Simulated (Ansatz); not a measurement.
Ansatz (a program for electronic structure) input (B3LYP/6-31G* with LANL2DZ past Ar): The .json file joins the Basis Set Exchange's 6-31G* for atoms up to Ar and LANL2DZ past it.

Ansatz 0.2 input:
```yaml
crystal:
  periodic: [false, false, false]
  atoms:
    - {symbol: Li, position_ang: [-0.00000000, -0.00000000, -3.55343700]}
    - {symbol: Cs, position_ang: [0.00000000, 0.00000000, 0.19382400]}
basis:
  gaussian:
    orbitals: 6-31Gs+LANL2DZ.json
hamiltonian:
  xc: {name: B3LYP}
relax: {f_tol: 0.003, max_steps: 120}
```

Output:

```
Functional definition: B3LYP
integrals: 0.02 GiB planned
360 factors; integrals over basis functions are off by at most 1.2e-4 eV
mean field: 0.08 GiB planned
mean field evaluation 1: about -745.0468 eV, gradient 3.2e0 eV
mean field evaluation 2: about -744.8033 eV, gradient 4.5e0 eV
mean field evaluation 4: about -745.2822 eV, gradient 8.6e-3 eV
mean field evaluation 8: about -745.2816 eV, gradient 7.7e-5 eV
mean field -745.28159322 eV, -27.3885933809 hartree, gradient 7.3e-6 eV, S^2 0.000000; 0 other end points of the search recorded, 0 dependent functions left out
the calculation of the forces begins
reference -745.28177327 eV, -27.3885999977 hartree; 6, 6 occupied and 21, 21 virtual orbitals, 360 factors
relax step   1: F+E_penalty+E_count = -745.28159322 eV  Δ(F+E_penalty+E_count) = +0.000e0 eV  max|allowed force component| = 2.354e-2 eV/Å  Δτ_max = 0.0000 Å  (22 SCF iters, accepted)
these checks for a lower state are left out or cut short: starts, cluster_reference, orbital_swaps, neighbouring_geometries, increment
integrals: 0.02 GiB planned
360 factors; integrals over basis functions are off by at most 1.2e-4 eV
mean field: 0.08 GiB planned
mean field evaluation 16: about -745.2818 eV, gradient 3.7e-5 eV
mean field -745.28177884 eV, -27.3886002023 hartree, gradient 3.7e-5 eV, S^2 0.000000; 0 other end points of the search recorded, 0 dependent functions left out
the calculation of the forces begins
reference -745.28195887 eV, -27.3886068184 hartree; 6, 6 occupied and 21, 21 virtual orbitals, 360 factors
relax step   2: F+E_penalty+E_count = -745.28177884 eV  Δ(F+E_penalty+E_count) = -1.856e-4 eV  max|allowed force component| = 1.671e-2 eV/Å  Δτ_max = 0.0046 Å  (17 SCF iters, accepted)
these checks for a lower state are left out or cut short: starts, cluster_reference, orbital_swaps, neighbouring_geometries, increment
integrals: 0.02 GiB planned
360 factors; integrals over basis functions are off by at most 1.2e-4 eV
mean field: 0.08 GiB planned
mean field -745.28197153 eV, -27.3886072833 hartree, gradient 7.4e-5 eV, S^2 0.000000; 0 other end points of the search recorded, 0 dependent functions left out
the calculation of the forces begins
reference -745.28215151 eV, -27.3886138977 hartree; 6, 6 occupied and 21, 21 virtual orbitals, 360 factors
relax step   3: F+E_penalty+E_count = -745.28197153 eV  Δ(F+E_penalty+E_count) = -1.927e-4 eV  max|allowed force component| = 4.504e-4 eV/Å  Δτ_max = 0.0113 Å  (18 SCF iters, accepted)
integrals: 0.02 GiB planned
360 factors; integrals over basis functions are off by at most 1.2e-4 eV
mean field: 0.08 GiB planned
mean field evaluation 32: about -745.2820 eV, gradient 7.4e-5 eV
mean field -745.28197153 eV, -27.3886072833 hartree, gradient 7.4e-5 eV, S^2 0.000000; 1 other end points of the search recorded, 0 dependent functions left out
the calculation of the forces begins
reference -745.28215151 eV, -27.3886138977 hartree; 6, 6 occupied and 21, 21 virtual orbitals, 360 factors
Total energy: -745.28215151 eV, -27.3886138977 hartree
Atom 0 at     0.000000    -0.000000    -3.569351 Å, force    -0.000000    -0.000000    -0.000450 eV/Å
Atom 1 at    -0.000000     0.000000     0.209738 Å, force     0.000000     0.000000     0.000450 eV/Å
Dipole moment:     0.000000     0.000000     0.891586 e Å
```

The geometry given is a B3LYP-D3(BJ)/def2-TZVP minimum.
